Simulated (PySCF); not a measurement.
PySCF job for SbFCl2, SMILES [Cl][Sb]([Cl])[F], TDA-CAM-B3LYP/def2-SVPD. Geometry: B3LYP-D3(BJ)/def2-SVP. The def2 effective core potentials stand for the cores of Sb; spin–orbit coupling is left out.

```python
import numpy as np
from pyscf import gto, scf, dft, tdscf

mol = gto.M(
    atom='''
    Sb   -0.38114896   -0.40859384   -0.00000000
    F     1.22115413   -1.49876359   -0.00000001
    Cl    0.24847676    1.00962231   -1.80281795
    Cl    0.24847676    1.00962230    1.80281795
    ''',
    basis='def2-SVPD',
    ecp={'Sb': 'def2-svp'},
    charge=0,
    spin=0,
    symmetry=True,
    max_memory=1600,
    verbose=4,
)
mf = dft.RKS(mol, xc='cam-b3lyp').density_fit(auxbasis='def2-universal-jkfit')
mf.grids.level = 3
mf.conv_tol = 1e-9
mf.max_cycle = 100
mf.kernel()
mf.grids = dft.Grids(mol).set(level=1).build(with_non0tab=True)  # coarser grid for the response kernel
td = tdscf.TDA(mf)
td.singlet = True
td.nstates = 10
td.conv_tol = 1e-4
td.kernel(x0=td.get_init_guess(mf, 15))
td.analyze()
tt = tdscf.TDA(mf)
tt.singlet = False
tt.nstates = 4
tt.conv_tol = 1e-4
tt.kernel(x0=tt.get_init_guess(mf, 9))
tt.analyze(verbose=3)
```

Output:

```
PySCF version 2.14.0

[INPUT] verbose = 4
[INPUT] num. atoms = 4
[INPUT] num. electrons = 66
[INPUT] charge = 0
[INPUT] spin (= nelec alpha-beta = 2S) = 0
[INPUT] symmetry True subgroup None
[INPUT] Mole.unit = angstrom
[INPUT] Symbol           X                Y                Z      unit          X                Y                Z       unit  Magmom
[INPUT]  1 Sb    -0.381148960000  -0.408593840000   0.000000000000 AA   -0.720267147063  -0.772130453784   0.000000000000 Bohr   0.0
[INPUT]  2 F      1.221154130000  -1.498763590000  -0.000000010000 AA    2.307646861582  -2.832252710570  -0.000000018897 Bohr   0.0
[INPUT]  3 Cl     0.248476760000   1.009622310000  -1.802817950000 AA    0.469553024719   1.907909655151  -3.406832177950 Bohr   0.0
[INPUT]  4 Cl     0.248476760000   1.009622300000   1.802817950000 AA    0.469553024719   1.907909636253   3.406832177950 Bohr   0.0

nuclear repulsion = 322.908974667148
point group symmetry = Cs
symmetry origin: [ 1.00517353e-09  4.42276328e-09 -1.80931227e-09]
symmetry axis x: [1.00000000e+00 1.54515414e-09 1.25495357e-09]
symmetry axis y: [ 1.54515414e-09 -1.00000000e+00 -3.64181535e-09]
symmetry axis z: [ 1.25495356e-09  3.64181519e-09 -1.00000000e+00]
num. orbitals of irrep A' = 65
num. orbitals of irrep A" = 44
number of shells = 43
number of NR pGTOs = 190
number of NR cGTOs = 109
basis = def2-SVPD
ecp = {'Sb': 'def2-svp'}


[settings echo left out]
init E= -1234.52894136217
HOMO (A") = -0.729736254231451  LUMO (A') = -0.662767616300518  gap/eV = 1.82231
cycle= 1 E= -1258.48590086874  delta_E=  -24  |g|= 2.73  |ddm|=   11
HOMO (A') = -0.0415057791509656  LUMO (A") = -0.00443375651985178  gap/eV = 1.00878
cycle= 2 E= -1258.03019604516  delta_E= 0.456  |g|= 2.87  |ddm|=  8.8
HOMO (A') = -0.359758000339355  LUMO (A') = -0.0828263988388733  gap/eV = 7.53569
cycle= 3 E= -1260.20921286505  delta_E= -2.18  |g|= 0.431  |ddm|= 4.98
HOMO (A') = -0.364930666904755  LUMO (A') = -0.0582869379761663  gap/eV = 8.34420
cycle= 4 E= -1260.20645274517  delta_E= 0.00276  |g|= 0.488  |ddm|= 0.621
HOMO (A') = -0.374943485729798  LUMO (A') = -0.0470975840326967  gap/eV = 8.92114
cycle= 5 E= -1260.24546546949  delta_E= -0.039  |g|= 0.0534  |ddm|= 0.325
HOMO (A') = -0.377492497008538  LUMO (A') = -0.0514082356005099  gap/eV = 8.87320
cycle= 6 E= -1260.24628419624  delta_E= -0.000819  |g|= 0.00633  |ddm|= 0.0626
HOMO (A') = -0.378679593347428  LUMO (A') = -0.0522554012000147  gap/eV = 8.88245
cycle= 7 E= -1260.24631231046  delta_E= -2.81e-05  |g|= 0.00204  |ddm|= 0.021
HOMO (A') = -0.378323296420289  LUMO (A') = -0.0519951872140635  gap/eV = 8.87984
cycle= 8 E= -1260.24631452516  delta_E= -2.21e-06  |g|= 0.0006  |ddm|= 0.00495
HOMO (A') = -0.3783772948401  LUMO (A') = -0.0520088821006309  gap/eV = 8.88094
cycle= 9 E= -1260.24631474181  delta_E= -2.17e-07  |g|= 0.000164  |ddm|= 0.00148
HOMO (A') = -0.378360403180171  LUMO (A') = -0.0519945397561682  gap/eV = 8.88087
cycle= 10 E= -1260.24631476302  delta_E= -2.12e-08  |g|= 4.06e-05  |ddm|= 0.000547
HOMO (A') = -0.378362706166399  LUMO (A') = -0.0519949562778989  gap/eV = 8.88092
cycle= 11 E= -1260.24631476415  delta_E= -1.13e-09  |g|= 1.18e-05  |ddm|= 0.000121
HOMO (A') = -0.378362340905485  LUMO (A') = -0.0519942341763066  gap/eV = 8.88093
cycle= 12 E= -1260.24631476421  delta_E= -6.05e-11  |g|= 2.75e-06  |ddm|= 2.91e-05
HOMO (A') = -0.378362312111197  LUMO (A') = -0.0519942503655925  gap/eV = 8.88093
Extra cycle  E= -1260.24631476421  delta_E= 2.27e-12  |g|= 1.62e-06  |ddm|= 7.41e-06
converged SCF energy = -1260.24631476421
tot grids = 25960


******** <class 'pyscf.tdscf.rks.TDA'> for <class 'pyscf.df.df_jk.DFSymAdaptedRKS'> ********
nstates = 10 singlet
deg_eia_thresh = 1.000e-03
wfnsym = None
conv_tol = 0.0001
eigh lindep = 1e-12
eigh level_shift = 0
eigh max_cycle = 100


Excitation energies (eV)
[5.79631118 5.8328808  6.08003155 6.1034496  6.2125528  6.25902248
 6.2767572  6.50658688 6.57223991 6.83801749]

** Singlet excitation energies and oscillator strengths **
Excited State   1:   A'      5.79631 eV    213.90 nm  f=0.0791
      30 -> 36       -0.10643
      31 -> 35       -0.11302
      33 -> 34        0.66866
Excited State   2:   A"      5.83288 eV    212.56 nm  f=0.0161
      29 -> 35        0.10340
      32 -> 34       -0.46516
      32 -> 36       -0.17032
      33 -> 35        0.47565
Excited State   3:   A'      6.08003 eV    203.92 nm  f=0.0176
      29 -> 34       -0.12017
      29 -> 36       -0.10062
      30 -> 34       -0.15530
      32 -> 35        0.58616
      33 -> 36       -0.30442
Excited State   4:   A"      6.10345 eV    203.14 nm  f=0.0001
      30 -> 35       -0.21582
      31 -> 34       -0.62954
      31 -> 36       -0.20346
Excited State   5:   A'      6.21255 eV    199.57 nm  f=0.0486
      32 -> 35        0.31299
      33 -> 36        0.62071
Excited State   6:   A"      6.25902 eV    198.09 nm  f=0.0759
      30 -> 35        0.21994
      31 -> 34       -0.18520
      31 -> 36        0.26389
      32 -> 34       -0.42649
      33 -> 35       -0.37362
Excited State   7:   A'      6.27676 eV    197.53 nm  f=0.0135
      30 -> 34       -0.35968
      30 -> 36       -0.13613
      31 -> 35       -0.55419
      32 -> 35       -0.12890
      33 -> 34       -0.11882
Excited State   8:   A"      6.50659 eV    190.55 nm  f=0.0054
      30 -> 35       -0.24181
      31 -> 34        0.12682
      32 -> 34       -0.17632
      32 -> 36        0.59824
Excited State   9:   A'      6.57224 eV    188.65 nm  f=0.0019
      29 -> 34       -0.10036
      30 -> 34        0.55712
      31 -> 35       -0.39352
Excited State  10:   A"      6.83802 eV    181.32 nm  f=0.0247
      30 -> 35       -0.56890
      31 -> 36        0.31700
      32 -> 36       -0.19431

** Transition electric dipole moments (AU) **
state          X           Y           Z        Dip. S.      Osc.
  1         0.1446      0.7324      0.0000      0.5573      0.0791
  2         0.0000     -0.0000      0.3353      0.1125      0.0161
  3        -0.2816     -0.1965      0.0000      0.1179      0.0176
  4         0.0000     -0.0000      0.0236      0.0006      0.0001
  5         0.5556      0.1039     -0.0000      0.3195      0.0486
  6        -0.0000      0.0000     -0.7037      0.4952      0.0759
  7         0.1831     -0.2327     -0.0000      0.0877      0.0135
  8         0.0000     -0.0000      0.1836      0.0337      0.0054
  9        -0.0697     -0.0830      0.0000      0.0117      0.0019
 10         0.0000     -0.0000     -0.3844      0.1477      0.0247

WARN: ECP detected. Skipping calculation of transition velocity and magnetic dipole moments, which have not yet been implemented.



******** <class 'pyscf.tdscf.rks.TDA'> for <class 'pyscf.df.df_jk.DFSymAdaptedRKS'> ********
nstates = 4 triplet
deg_eia_thresh = 1.000e-03
wfnsym = None
conv_tol = 0.0001
eigh lindep = 1e-12
eigh level_shift = 0
eigh max_cycle = 100


Excitation energies (eV)
[4.6845555  4.78091172 5.37839105 5.48592983]

** Triplet excitation energies and oscillator strengths **
Excited State   1:   A'      4.68456 eV    264.67 nm  f=0.0000
Excited State   2:   A"      4.78091 eV    259.33 nm  f=0.0000
Excited State   3:   A'      5.37839 eV    230.52 nm  f=0.0000
Excited State   4:   A"      5.48593 eV    226.00 nm  f=0.0000
```

Self-consistency was reached.

Cost: very roughly 60 core-seconds.
